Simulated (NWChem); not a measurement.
System: C$_{3}$H$_{4}$BFO; SMILES FB(C#CC)O

The following NWChem deck was run.

```
start job
memory heap 200 mb stack 900 mb global 1100 mb
geometry units angstroms
  C     -3.073237     0.480697     0.331217
  C     -1.652537     0.280377     0.182167
  C     -0.464699     0.116270     0.059498
  B      1.026288    -0.111234    -0.099185
  O      1.916535     0.868245     0.065134
  F      1.480315    -1.339775    -0.416715
  H     -3.387815     0.149024     1.320345
  H     -3.610990    -0.094853    -0.421515
  H     -3.316119     1.536562     0.216989
  H      2.833320     0.618939    -0.057848
end
basis spherical
  * library def2-svp
end
dft
  xc pbe0
  iterations 150
end
driver
  maxiter 120
end
task dft optimize
task dft freq
```

Excerpt of the output:

```
             Northwest Computational Chemistry Package (NWChem) 7.3.0
             --------------------------------------------------------

 C1  symmetry detected

                             Geometry "geometry" -> ""
                             -------------------------

 Output coordinates in angstroms (scale by  1.889725989 to convert to a.u.)

  No.       Tag          Charge          X              Y              Z
 ---- ---------------- ---------- -------------- -------------- --------------
    1 C                    6.0000    -0.03010731     3.01195499     0.00008141
    2 C                    6.0000    -0.00531895     1.56969396    -0.00100236
    3 C                    6.0000     0.01906762     0.36456196    -0.00077577
    4 B                    5.0000     0.02799433    -1.15198036    -0.00020888
    5 O                    8.0000     1.16054509    -1.85642925     0.00009311
    6 F                    9.0000    -1.14090773    -1.82276101     0.00006486
    7 H                    1.0000    -0.19556018     3.37437849     1.01428802
    8 H                    1.0000    -0.83656143     3.37055752    -0.63872805
    9 H                    1.0000     0.91866046     3.40263525    -0.36611424
   10 H                    1.0000     1.05545013    -2.80865176     0.00045032

 Effective nuclear repulsion energy (a.u.)     188.0258977097

                                Z-matrix (autoz)
                                --------

 Units are Angstrom for bonds and degrees for angles

[...]

      ----------------------
      Optimization converged
      ----------------------

  Step       Energy      Delta E   Gmax     Grms     Xrms     Xmax
  ---- ---------------- -------- -------- -------- -------- --------
@   18    -316.12682406  1.9D-08  0.00026  0.00008  0.00058  0.00171
                                     ok       ok       ok       ok

                                Z-matrix (autoz)
                                --------

 Units are Angstrom for bonds and degrees for angles

[...]

 Rotational Constants
 --------------------
 A=   0.330770 cm-1  (  0.475893 K)
 B=   0.052744 cm-1  (  0.075885 K)
 C=   0.045884 cm-1  (  0.066016 K)

 Temperature                      =   298.15K
 frequency scaling parameter      =   1.0000

 Zero-Point correction to Energy  =   43.719 kcal/mol  (  0.069670 au)
 Thermal correction to Energy     =   48.081 kcal/mol  (  0.076621 au)
 Thermal correction to Enthalpy   =   48.673 kcal/mol  (  0.077565 au)

 Total Entropy                    =   85.411 cal/mol-K
   - Translational                =   39.252 cal/mol-K (mol. weight =  86.0339)
   - Rotational                   =   27.090 cal/mol-K (symmetry #  =        1)
   - Vibrational                  =   19.069 cal/mol-K

 Cv (constant volume heat capacity) =   22.349 cal/mol-K
   - Translational                  =    2.979 cal/mol-K
   - Rotational                     =    2.979 cal/mol-K
   - Vibrational                    =   16.390 cal/mol-K

[normal modes left out]

 ----------------------------------------------------------------------------
 Normal Eigenvalue ||           Projected Infra Red Intensities
  Mode   [cm**-1]  || [atomic units] [(debye/angs)**2] [(KM/mol)] [arbitrary]
 ------ ---------- || -------------- ----------------- ---------- -----------
    1       -0.000 ||    0.000042           0.001         0.041       0.008
    2       -0.000 ||    0.000065           0.001         0.063       0.012
    3       -0.000 ||    0.000013           0.000         0.013       0.002
    4       -0.000 ||    0.000127           0.003         0.124       0.023
    5       -0.000 ||    0.000009           0.000         0.009       0.002
    6        0.000 ||    0.000000           0.000         0.000       0.000
    7       13.266 ||    0.000029           0.001         0.029       0.005
    8      107.010 ||    0.005399           0.125         5.263       0.966
    9      136.606 ||    0.008929           0.206         8.705       1.597
   10      323.771 ||    0.002430           0.056         2.369       0.435
   11      394.827 ||    0.018876           0.435        18.401       3.376
   12      397.050 ||    0.001567           0.036         1.528       0.280
   13      527.032 ||    0.000147           0.003         0.143       0.026
   14      575.682 ||    0.079455           1.833        77.456      14.211
   15      647.330 ||    0.049518           1.142        48.273       8.856
   16      683.210 ||    0.107540           2.481       104.835      19.234
   17      995.643 ||    0.126120           2.910       122.948      22.557
   18     1024.414 ||    0.005107           0.118         4.979       0.913
   19     1030.272 ||    0.005384           0.124         5.249       0.963
   20     1066.352 ||    0.023331           0.538        22.744       4.173
   21     1365.881 ||    0.320861           7.403       312.792      57.387
   22     1389.369 ||    0.100959           2.329        98.420      18.057
   23     1436.758 ||    0.008272           0.191         8.064       1.479
   24     1440.104 ||    0.011023           0.254        10.746       1.972
   25     1448.173 ||    0.450285          10.388       438.960      80.535
   26     2345.727 ||    0.210150           4.848       204.865      37.586
   27     3054.377 ||    0.009113           0.210         8.884       1.630
   28     3148.400 ||    0.000930           0.021         0.906       0.166
   29     3151.148 ||    0.001370           0.032         1.336       0.245
   30     3893.828 ||    0.130295           3.006       127.018      23.304
 ----------------------------------------------------------------------------
```

Level: PBE0/def2-SVP.
